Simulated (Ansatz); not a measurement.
Born–Oppenheimer molecular dynamics of FGeH5 (7 atoms, charge 0, multiplicity 1). It starts at the highest image of a converged band. Of that band: A vibrational analysis at the climbing image gives 2 clearly imaginary modes (1110i, 193i cm⁻¹): a point of higher order, so a lower path passes nearby.

Theory: Ansatz, RKS revPBE-D4/def2-SVP.

```json
{"ensemble": "NVE (velocity Verlet)", "time step": "0.5 fs", "steps asked": "200", "starting velocities drawn for": "100 K", "seed": "8505"}
```

First frame:

```xyz
7
Properties=species:S:1:pos:R:3
Ge -0.192 0.000 -0.120
H 0.036 -0.003 1.807
H 1.372 0.002 -0.032
H -0.611 1.323 -0.802
H -0.610 -1.323 -0.799
F -1.944 0.003 0.979
H -0.937 -0.001 1.700
```

**Question.** How far do the bonds stretch over the last three quarters of this one trajectory? (Pairs bonded in most of those frames.)

**Answer.** 
```json
{"bond": "Ge1–H2", "mean (Å)": "1.566", "spread (Å)": "0.066", "shortest": "1.46", "longest": "1.66"}
{"bond": "Ge1–H3", "mean (Å)": "1.561", "spread (Å)": "0.025", "shortest": "1.52", "longest": "1.61"}
{"bond": "Ge1–H4", "mean (Å)": "1.551", "spread (Å)": "0.009", "shortest": "1.53", "longest": "1.57"}
{"bond": "Ge1–H5", "mean (Å)": "1.553", "spread (Å)": "0.023", "shortest": "1.52", "longest": "1.59"}
{"bond": "F6–H7", "mean (Å)": "0.936", "spread (Å)": "0.017", "shortest": "0.91", "longest": "0.96"}
```

Mean temperature of the second half: 1861 K. The conserved energy stayed within 0.11 meV per atom of its start (net change 0.096 meV per atom), so the integration is sound. The kinetic energy rose, since the run started high on the potential surface and went downhill. It ends in pieces (FH + GeH4), so much of that is their flight and rotation, not heat. A run of 0.1 ps of so small a system gives no equilibrium averages. The orbitals stay closed-shell, which can raise the energy where a bond breaks towards radicals; this wasn't checked here.

Run time: 7.1 min on 1 thread of Arm Neoverse N1, with other jobs on the host, peak memory 0.12 GiB.
